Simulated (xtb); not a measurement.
Ge(H)2(NH2)2 (GeH₆N₂), SMILES [NH2][GeH2][NH2]. All values are semi-empirical tight-binding results from xtb (GFN2-xTB unless named), good for trends rather than for accurate numbers. Geometry optimised at GFN2-xTB. Other conformers were not sampled.

Optimised geometry:

Bonds (Å): Ge1–N2 1.807, Ge1–N3 1.808, Ge1–H4 1.497, Ge1–H5 1.529, N2–H6 1.010, N2–H7 1.009, N3–H8 1.009, N3–H9 1.010. Bond angles (°): N2–Ge1–N3 104.7, N2–Ge1–H4 107.9, N2–Ge1–H5 113.7, N3–Ge1–H4 107.6, N3–Ge1–H5 114.0, H4–Ge1–H5 108.7, Ge1–N2–H6 116.7, Ge1–N2–H7 117.2, H6–N2–H7 108.4, Ge1–N3–H8 116.8, Ge1–N3–H9 116.8, H8–N3–H9 108.2.
Charge 0, spin multiplicity 1.

For metal compounds this method's bond lengths and energies can be far off.

Computed properties:
```
Property                                       Value
-------------------------------------  -------------
orbital gap                                  8.14 eV
zero-point energy                      39.4 kcal/mol
G − E(el) at 298.15 K (modified RRHO)  21.1 kcal/mol
```

Computed atomic charges and the Wiberg bond orders between heavy atoms:
charges (e) Ge1 0.20, N2 -0.37, N3 -0.37, H4 -0.03, H5 -0.05, H6 0.16, H7 0.15, H8 0.15, H9 0.16. Bond orders Ge1–N2 1.13, Ge1–N3 1.13.
